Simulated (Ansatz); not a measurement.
**Molecular dynamics of GaH₃O₂**

Input:

```yaml
crystal:
  periodic: [false, false, false]
  atoms:
    - { symbol: Ga, position_ang: [0.051576, -0.150135, 0.098488] }
    - { symbol: H, position_ang: [-0.185259, 0.584927, 1.627317] }
    - { symbol: O, position_ang: [1.715205, -0.300143, -0.496269] }
    - { symbol: H, position_ang: [1.707179, -0.936053, -1.306368] }
    - { symbol: O, position_ang: [-1.377177, -0.615808, -0.895213] }
    - { symbol: H, position_ang: [-2.264188, -0.557171, -0.564381] }
basis:
  gaussian: { orbitals: def2-mTZVP }
hamiltonian:
  xc: hf
md:
  timestep: 1.0
  n_steps: 166
  ensemble: nvt_langevin
  temperature: 100.0
  initial_velocities: maxwell_boltzmann
  seed: 67979
  friction: 0.001
  temperature_schedule:
    - { n_steps: 41, end_temperature: 100.0 }
    - { n_steps: 125, end_temperature: 25.0 }
```

Command:

```bash
$ ansatz run input.yaml --threads 1 --pin off --max-ram 2048MiB --backend cpu --events-out ev --progress --plain --runs-dir out
```

It goes on from the last frame of an earlier run, with new velocities.

Output, in part (one step line in 2, the closing report, with atoms numbered from 0):

```
md step     0: t =     0.00 fs  T =    83.3 K (target 100.0 K)  F+E_penalty+E_count = -56458.57751735 eV  E_kin = 0.064630 eV  (36 SCF iters)
md step     2: t =     2.00 fs  T =   290.3 K (target 100.0 K)  F+E_penalty+E_count = -56458.76103773 eV  E_kin = 0.225111 eV  (35 SCF iters)
md step     4: t =     4.00 fs  T =   288.9 K (target 100.0 K)  F+E_penalty+E_count = -56458.74400536 eV  E_kin = 0.224062 eV  (36 SCF iters)
md step     6: t =     6.00 fs  T =   437.3 K (target 100.0 K)  F+E_penalty+E_count = -56458.87595040 eV  E_kin = 0.339168 eV  (36 SCF iters)
md step     8: t =     8.00 fs  T =   180.2 K (target 100.0 K)  F+E_penalty+E_count = -56458.65605128 eV  E_kin = 0.139770 eV  (36 SCF iters)
md step    10: t =    10.00 fs  T =   391.8 K (target 100.0 K)  F+E_penalty+E_count = -56458.84233437 eV  E_kin = 0.303893 eV  (36 SCF iters)
md step    12: t =    12.00 fs  T =   366.8 K (target 100.0 K)  F+E_penalty+E_count = -56458.81205787 eV  E_kin = 0.284442 eV  (36 SCF iters)
md step    14: t =    14.00 fs  T =   350.1 K (target 100.0 K)  F+E_penalty+E_count = -56458.80362283 eV  E_kin = 0.271538 eV  (36 SCF iters)
md step    16: t =    16.00 fs  T =   123.5 K (target 100.0 K)  F+E_penalty+E_count = -56458.62363236 eV  E_kin = 0.095759 eV  (36 SCF iters)
md step    18: t =    18.00 fs  T =   272.9 K (target 100.0 K)  F+E_penalty+E_count = -56458.76298378 eV  E_kin = 0.211673 eV  (36 SCF iters)
md step    20: t =    20.00 fs  T =   305.1 K (target 100.0 K)  F+E_penalty+E_count = -56458.77835981 eV  E_kin = 0.236622 eV  (37 SCF iters)
md step    22: t =    22.00 fs  T =   357.0 K (target 100.0 K)  F+E_penalty+E_count = -56458.81661310 eV  E_kin = 0.276870 eV  (36 SCF iters)
md step    24: t =    24.00 fs  T =   189.3 K (target 100.0 K)  F+E_penalty+E_count = -56458.67498650 eV  E_kin = 0.146817 eV  (36 SCF iters)
md step    26: t =    26.00 fs  T =   351.0 K (target 100.0 K)  F+E_penalty+E_count = -56458.81359140 eV  E_kin = 0.272217 eV  (36 SCF iters)
md step    28: t =    28.00 fs  T =   451.5 K (target 100.0 K)  F+E_penalty+E_count = -56458.88145934 eV  E_kin = 0.350160 eV  (36 SCF iters)
md step    30: t =    30.00 fs  T =   336.5 K (target 100.0 K)  F+E_penalty+E_count = -56458.78275142 eV  E_kin = 0.260966 eV  (36 SCF iters)
md step    32: t =    32.00 fs  T =   205.0 K (target 100.0 K)  F+E_penalty+E_count = -56458.68066661 eV  E_kin = 0.158979 eV  (37 SCF iters)
md step    34: t =    34.00 fs  T =   269.1 K (target 100.0 K)  F+E_penalty+E_count = -56458.74335607 eV  E_kin = 0.208724 eV  (36 SCF iters)
md step    36: t =    36.00 fs  T =   350.1 K (target 100.0 K)  F+E_penalty+E_count = -56458.80799782 eV  E_kin = 0.271538 eV  (37 SCF iters)
md step    38: t =    38.00 fs  T =   328.6 K (target 100.0 K)  F+E_penalty+E_count = -56458.78732499 eV  E_kin = 0.254827 eV  (36 SCF iters)
md step    40: t =    40.00 fs  T =   208.6 K (target 100.0 K)  F+E_penalty+E_count = -56458.69066238 eV  E_kin = 0.161790 eV  (37 SCF iters)
md step    42: t =    42.00 fs  T =   325.6 K (target 99.7 K)  F+E_penalty+E_count = -56458.78645880 eV  E_kin = 0.252507 eV  (36 SCF iters)
md step    44: t =    44.00 fs  T =   473.9 K (target 98.5 K)  F+E_penalty+E_count = -56458.90991764 eV  E_kin = 0.367542 eV  (36 SCF iters)
md step    46: t =    46.00 fs  T =   379.7 K (target 97.3 K)  F+E_penalty+E_count = -56458.82224433 eV  E_kin = 0.294493 eV  (36 SCF iters)
md step    48: t =    48.00 fs  T =   272.7 K (target 96.1 K)  F+E_penalty+E_count = -56458.74425925 eV  E_kin = 0.211494 eV  (37 SCF iters)
md step    50: t =    50.00 fs  T =   309.6 K (target 94.9 K)  F+E_penalty+E_count = -56458.77763964 eV  E_kin = 0.240137 eV  (36 SCF iters)
md step    52: t =    52.00 fs  T =   430.8 K (target 93.7 K)  F+E_penalty+E_count = -56458.87840546 eV  E_kin = 0.334111 eV  (35 SCF iters)
md step    54: t =    54.00 fs  T =   319.2 K (target 92.5 K)  F+E_penalty+E_count = -56458.78652752 eV  E_kin = 0.247535 eV  (36 SCF iters)
md step    56: t =    56.00 fs  T =   237.0 K (target 91.3 K)  F+E_penalty+E_count = -56458.72014796 eV  E_kin = 0.183780 eV  (37 SCF iters)
md step    58: t =    58.00 fs  T =   262.1 K (target 90.1 K)  F+E_penalty+E_count = -56458.74654937 eV  E_kin = 0.203305 eV  (36 SCF iters)
md step    60: t =    60.00 fs  T =   479.3 K (target 88.9 K)  F+E_penalty+E_count = -56458.93529134 eV  E_kin = 0.371699 eV  (36 SCF iters)
md step    62: t =    62.00 fs  T =   293.1 K (target 87.7 K)  F+E_penalty+E_count = -56458.77343980 eV  E_kin = 0.227301 eV  (37 SCF iters)
md step    64: t =    64.00 fs  T =   303.0 K (target 86.5 K)  F+E_penalty+E_count = -56458.78780517 eV  E_kin = 0.235020 eV  (36 SCF iters)
md step    66: t =    66.00 fs  T =   268.9 K (target 85.3 K)  F+E_penalty+E_count = -56458.76563438 eV  E_kin = 0.208530 eV  (36 SCF iters)
md step    68: t =    68.00 fs  T =   464.4 K (target 84.1 K)  F+E_penalty+E_count = -56458.93540446 eV  E_kin = 0.360205 eV  (35 SCF iters)
md step    70: t =    70.00 fs  T =   290.0 K (target 82.9 K)  F+E_penalty+E_count = -56458.78130852 eV  E_kin = 0.224897 eV  (37 SCF iters)
md step    72: t =    72.00 fs  T =   229.3 K (target 81.7 K)  F+E_penalty+E_count = -56458.74211848 eV  E_kin = 0.177871 eV  (37 SCF iters)
md step    74: t =    74.00 fs  T =   188.4 K (target 80.5 K)  F+E_penalty+E_count = -56458.70675814 eV  E_kin = 0.146124 eV  (36 SCF iters)
md step    76: t =    76.00 fs  T =   403.0 K (target 79.3 K)  F+E_penalty+E_count = -56458.89687838 eV  E_kin = 0.312588 eV  (36 SCF iters)
md step    78: t =    78.00 fs  T =   216.0 K (target 78.1 K)  F+E_penalty+E_count = -56458.73197389 eV  E_kin = 0.167497 eV  (37 SCF iters)
md step    80: t =    80.00 fs  T =   253.9 K (target 76.9 K)  F+E_penalty+E_count = -56458.76799774 eV  E_kin = 0.196892 eV  (37 SCF iters)
md step    82: t =    82.00 fs  T =   226.7 K (target 75.7 K)  F+E_penalty+E_count = -56458.73862234 eV  E_kin = 0.175839 eV  (36 SCF iters)
md step    84: t =    84.00 fs  T =   448.4 K (target 74.5 K)  F+E_penalty+E_count = -56458.93797157 eV  E_kin = 0.347771 eV  (58 SCF iters)
md step    86: t =    86.00 fs  T =   263.2 K (target 73.3 K)  F+E_penalty+E_count = -56458.77234353 eV  E_kin = 0.204118 eV  (37 SCF iters)
md step    88: t =    88.00 fs  T =   244.1 K (target 72.1 K)  F+E_penalty+E_count = -56458.76859670 eV  E_kin = 0.189303 eV  (36 SCF iters)
md step    90: t =    90.00 fs  T =   159.1 K (target 70.9 K)  F+E_penalty+E_count = -56458.68859826 eV  E_kin = 0.123367 eV  (36 SCF iters)
md step    92: t =    92.00 fs  T =   383.0 K (target 69.7 K)  F+E_penalty+E_count = -56458.89062050 eV  E_kin = 0.297059 eV  (36 SCF iters)
md step    94: t =    94.00 fs  T =   127.0 K (target 68.5 K)  F+E_penalty+E_count = -56458.67082740 eV  E_kin = 0.098459 eV  (36 SCF iters)
md step    96: t =    96.00 fs  T =   217.2 K (target 67.3 K)  F+E_penalty+E_count = -56458.76065537 eV  E_kin = 0.168465 eV  (37 SCF iters)
md step    98: t =    98.00 fs  T =   145.8 K (target 66.1 K)  F+E_penalty+E_count = -56458.68186274 eV  E_kin = 0.113086 eV  (37 SCF iters)
md step   100: t =   100.00 fs  T =   436.8 K (target 64.9 K)  F+E_penalty+E_count = -56458.93625293 eV  E_kin = 0.338790 eV  (36 SCF iters)
md step   102: t =   102.00 fs  T =   230.8 K (target 63.7 K)  F+E_penalty+E_count = -56458.75698279 eV  E_kin = 0.178965 eV  (37 SCF iters)
md step   104: t =   104.00 fs  T =   305.2 K (target 62.5 K)  F+E_penalty+E_count = -56458.83165931 eV  E_kin = 0.236706 eV  (36 SCF iters)
md step   106: t =   106.00 fs  T =   204.1 K (target 61.3 K)  F+E_penalty+E_count = -56458.73310392 eV  E_kin = 0.158262 eV  (37 SCF iters)
md step   108: t =   108.00 fs  T =   408.5 K (target 60.1 K)  F+E_penalty+E_count = -56458.91992067 eV  E_kin = 0.316845 eV  (36 SCF iters)
md step   110: t =   110.00 fs  T =   127.4 K (target 58.9 K)  F+E_penalty+E_count = -56458.67837094 eV  E_kin = 0.098830 eV  (37 SCF iters)
md step   112: t =   112.00 fs  T =   242.9 K (target 57.7 K)  F+E_penalty+E_count = -56458.78541991 eV  E_kin = 0.188397 eV  (37 SCF iters)
md step   114: t =   114.00 fs  T =   147.2 K (target 56.5 K)  F+E_penalty+E_count = -56458.68803617 eV  E_kin = 0.114174 eV  (37 SCF iters)
md step   116: t =   116.00 fs  T =   441.0 K (target 55.3 K)  F+E_penalty+E_count = -56458.94559314 eV  E_kin = 0.342020 eV  (58 SCF iters)
md step   118: t =   118.00 fs  T =   209.1 K (target 54.1 K)  F+E_penalty+E_count = -56458.74665962 eV  E_kin = 0.162147 eV  (36 SCF iters)
md step   120: t =   120.00 fs  T =   328.0 K (target 52.9 K)  F+E_penalty+E_count = -56458.85421472 eV  E_kin = 0.254419 eV  (36 SCF iters)
md step   122: t =   122.00 fs  T =   255.8 K (target 51.7 K)  F+E_penalty+E_count = -56458.77351344 eV  E_kin = 0.198351 eV  (36 SCF iters)
md step   124: t =   124.00 fs  T =   454.5 K (target 50.5 K)  F+E_penalty+E_count = -56458.95704047 eV  E_kin = 0.352463 eV  (36 SCF iters)
md step   126: t =   126.00 fs  T =   166.6 K (target 49.3 K)  F+E_penalty+E_count = -56458.71771728 eV  E_kin = 0.129201 eV  (37 SCF iters)
md step   128: t =   128.00 fs  T =   302.4 K (target 48.1 K)  F+E_penalty+E_count = -56458.84807366 eV  E_kin = 0.234516 eV  (36 SCF iters)
md step   130: t =   130.00 fs  T =   190.6 K (target 46.9 K)  F+E_penalty+E_count = -56458.73684079 eV  E_kin = 0.147812 eV  (37 SCF iters)
md step   132: t =   132.00 fs  T =   419.3 K (target 45.7 K)  F+E_penalty+E_count = -56458.94280292 eV  E_kin = 0.325162 eV  (36 SCF iters)
md step   134: t =   134.00 fs  T =   202.8 K (target 44.5 K)  F+E_penalty+E_count = -56458.75866182 eV  E_kin = 0.157270 eV  (37 SCF iters)
md step   136: t =   136.00 fs  T =   320.8 K (target 43.3 K)  F+E_penalty+E_count = -56458.87012057 eV  E_kin = 0.248838 eV  (35 SCF iters)
md step   138: t =   138.00 fs  T =   291.9 K (target 42.1 K)  F+E_penalty+E_count = -56458.83025749 eV  E_kin = 0.226413 eV  (36 SCF iters)
md step   140: t =   140.00 fs  T =   408.1 K (target 40.9 K)  F+E_penalty+E_count = -56458.93832085 eV  E_kin = 0.316472 eV  (36 SCF iters)
md step   142: t =   142.00 fs  T =   181.0 K (target 39.7 K)  F+E_penalty+E_count = -56458.74944212 eV  E_kin = 0.140365 eV  (37 SCF iters)
md step   144: t =   144.00 fs  T =   276.2 K (target 38.5 K)  F+E_penalty+E_count = -56458.84075092 eV  E_kin = 0.214193 eV  (36 SCF iters)
md step   146: t =   146.00 fs  T =   197.5 K (target 37.3 K)  F+E_penalty+E_count = -56458.76341055 eV  E_kin = 0.153161 eV  (37 SCF iters)
md step   148: t =   148.00 fs  T =   339.6 K (target 36.1 K)  F+E_penalty+E_count = -56458.88601667 eV  E_kin = 0.263403 eV  (36 SCF iters)
md step   150: t =   150.00 fs  T =   158.0 K (target 34.9 K)  F+E_penalty+E_count = -56458.73444744 eV  E_kin = 0.122564 eV  (37 SCF iters)
md step   152: t =   152.00 fs  T =   258.6 K (target 33.7 K)  F+E_penalty+E_count = -56458.82781773 eV  E_kin = 0.200549 eV  (36 SCF iters)
md step   154: t =   154.00 fs  T =   283.1 K (target 32.5 K)  F+E_penalty+E_count = -56458.83446387 eV  E_kin = 0.219596 eV  (37 SCF iters)
md step   156: t =   156.00 fs  T =   354.6 K (target 31.3 K)  F+E_penalty+E_count = -56458.90207704 eV  E_kin = 0.275046 eV  (36 SCF iters)
md step   158: t =   158.00 fs  T =   180.5 K (target 30.1 K)  F+E_penalty+E_count = -56458.75467849 eV  E_kin = 0.139975 eV  (37 SCF iters)
md step   160: t =   160.00 fs  T =   258.4 K (target 28.9 K)  F+E_penalty+E_count = -56458.82985440 eV  E_kin = 0.200379 eV  (36 SCF iters)
md step   162: t =   162.00 fs  T =   242.3 K (target 27.7 K)  F+E_penalty+E_count = -56458.80648179 eV  E_kin = 0.187900 eV  (37 SCF iters)
md step   164: t =   164.00 fs  T =   306.3 K (target 26.5 K)  F+E_penalty+E_count = -56458.85492680 eV  E_kin = 0.237572 eV  (35 SCF iters)
md step   166: t =   166.00 fs  T =   177.0 K (target 25.3 K)  F+E_penalty+E_count = -56458.75059677 eV  E_kin = 0.137268 eV  (58 SCF iters)
Total energy: -56458.75059677 eV, -2074.8208153156 hartree
Atom 0 at     0.097310    -0.222360     0.077685 Å, force    -0.088566    -0.364575    -1.037572 eV/Å
Atom 1 at     0.045846     0.140216     1.508280 Å, force     0.094350     0.481734     1.575492 eV/Å
Atom 2 at     1.576165    -0.010644    -0.824616 Å, force     1.418843    -0.336379    -3.054082 eV/Å
Atom 3 at     1.806862    -0.184437    -1.784942 Å, force    -1.111562     0.405923     2.950666 eV/Å
Atom 4 at    -1.353890    -0.898733    -0.658611 Å, force     0.536781    -0.103912    -0.931562 eV/Å
Atom 5 at    -2.112150    -0.900169    -0.122820 Å, force    -0.849845    -0.082792     0.497058 eV/Å
Dipole moment:    -0.148971     0.030271     0.106153 e Å
```

All steps were run. The schedule's set-point averaged 50 K over the second half and the system 269 K, so it lags behind the ramp. A run of 0.17 ps of so small a system gives no equilibrium averages.

The same pairs are bonded in the first frame and the last. Pairs count as bonded within 1.25 times the sum of covalent radii (0.12 Å more for H–H).

Last frame:

```xyz
6
Properties=species:S:1:pos:R:3
Ga 0.097 -0.222 0.078
H 0.046 0.140 1.508
O 1.576 -0.011 -0.825
H 1.807 -0.184 -1.785
O -1.354 -0.899 -0.659
H -2.112 -0.900 -0.123
```

The run took 5.3 min on 1 thread of Intel(R) Xeon(R) CPU @ 2.60GHz (Ice Lake), on a shared host, peak memory 0.19 GiB.
